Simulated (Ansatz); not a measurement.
`[SiH3]N[SiH2]S` and `O[SiH2]N[SiH3]` differ in one atom or group.

Ansatz, PBE0-D4/def2-TZVP geometries, multiplicity 1. Each molecule was computed in one conformer, which needn't be the lowest.

```csv
property,`[SiH3]N[SiH2]S`
size of the dipole moment (PBE/def2-TZVPP) / D,1.14
size of the dipole moment (B3LYP/def2-TZVPP) / D,1.16
size of the dipole moment (ωB97M-V/def2-TZVPP) / D,1.17
HOMO energy (B3LYP/def2-TZVPP) / eV,-7.16
LUMO energy (ωB97M-V/def2-TZVPP) / eV,1.60
LUMO energy (B3LYP/def2-TZVPP) / eV,-0.21
```

**Question.** Give the same properties after the change, and the shifts. (Best estimate.)

**Answer.** Ansatz gave: 
```csv
property,`O[SiH2]N[SiH3]`,shift
size of the dipole moment (PBE/def2-TZVPP) / D,2.09,0.95
size of the dipole moment (B3LYP/def2-TZVPP) / D,2.14,0.98
size of the dipole moment (ωB97M-V/def2-TZVPP) / D,2.16,0.99
HOMO energy (B3LYP/def2-TZVPP) / eV,-7.53,-0.37
LUMO energy (ωB97M-V/def2-TZVPP) / eV,1.68,0.08
LUMO energy (B3LYP/def2-TZVPP) / eV,-0.11,0.10
```

With PBE0 the HOMO falls by 0.36 eV and the LUMO rises by 0.13 eV, so the gap widens by about 0.49 eV. PBE moves the HOMO by -0.23 eV and ωB97M-V by -0.46 eV. Dipoles are sizes alone; their direction can turn.

B3LYP here is the variant with VWN-RPA as its local correlation; programs differ in this.
